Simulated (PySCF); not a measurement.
Cl$_{4}$Sb, doublet, at a GFN2-xTB geometry (the spin is typed, not shown lowest) (all electrons, no relativity). Base run: B3LYP/STO-3G in PySCF.

Here is a job for PySCF.
```python
from pyscf import gto, scf, dft

mol = gto.M(
    atom='''
Sb    0.039025   -0.313223   -0.156073
Cl    2.325449    0.118683   -1.114710
Cl    0.606409    0.404742    1.988993
Cl   -0.866724    1.684606   -0.947912
Cl   -2.182209   -1.268362    0.541847
''',
    basis='sto-3g',
    charge=0,
    spin=1,
    verbose=4,
)

mf = dft.UKS(mol)
mf.xc = 'b3lyp'
mf.kernel()
mo_i, mo_e, stable_i, stable_e = mf.stability(internal=True, external=False, return_status=True, nroots=6, tol=1e-6)
print('internally stable:', stable_i, ' externally stable:', stable_e)
if not stable_i:
    umf = mf.copy()
    umf.scf_summary = {}
    umf.kernel(umf.make_rdm1(mo_i, mf.mo_occ))
```

The bond that is stretched is that between atoms 2 and 1. A test that says stable can miss a lower solution.

The base run was repeated with changes; each row names its change, and settings that it needs were set with it.

```tsv
change	ΔE vs base (mEh)	<S^2>	stability test says
base	0.000	0.756	internally stable (external not tested)
bond × 1.25	29.331	0.757	internally stable (external not tested)
bond × 1.5	43.885	0.751	internally stable (external not tested)
bond × 1.8	47.082	0.750	internally stable (external not tested)
bond × 2.2	47.237	0.750	internal instability
bond × 3.0	47.332	0.750	internally stable (external not tested)
```

On stretching, the SCF can end on different states; <S^2> shows the spin contamination of each.
